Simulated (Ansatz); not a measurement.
Ansatz (an electronic-structure program) input (RI-MP2/def2-QZVPP):
A basis named .json is the Basis Set Exchange file of that set.

Ansatz 0.2 input:
```yaml
crystal:
  periodic: [false, false, false]
  atoms:
    - {symbol: F, position_ang: [-0.07492005, 2.29929865, -0.02087066]}
    - {symbol: Al, position_ang: [-0.02152756, 0.66068136, -0.00599698]}
    - {symbol: Br, position_ang: [-1.93833975, -0.48198954, -0.00333256]}
    - {symbol: Br, position_ang: [1.96560085, -0.35465462, 0.01092675]}
basis:
  gaussian:
    orbitals: def2-QZVPP.json
    fitting: {mean_field: def2-universal-jkfit, correlation: def2-QZVPP-RIFIT.json}
magnetization: {spin_polarized: false}
correlation: {method: mp2, electrons: outside_noble_gas}
```

End of the output:

```
integrals: 0.49 GiB planned
737 factors; integrals over basis functions are off by at most 1.4e0 eV
0.70 GiB of device memory are held for the factors and their scratch space
mean field: 1.68 GiB planned
mean field evaluation 1: about -149295.6167 eV, gradient 3.2e1 eV
mean field evaluation 2: about -149296.8623 eV, gradient 2.3e1 eV
mean field evaluation 4: about -149297.5474 eV, gradient 4.9e-1 eV
mean field evaluation 8: about -149297.5494 eV, gradient 1.2e-6 eV
mean field -149297.54939011 eV, -5486.5837425730 hartree, gradient 1.2e-6 eV, S^2 0.000000; 0 other end points of the search recorded, 0 dependent functions left out
34 core orbitals not correlated
904 factors; their error is unknown
reference -149297.54939011 eV, -5486.5837425730 hartree; 12, 12 occupied and 259, 259 virtual orbitals, 904 factors
second order -19.07269108 eV of doubles, -0.00000000 eV of singles
Total energy: -149316.62208119 eV, -5487.2846510422 hartree
```
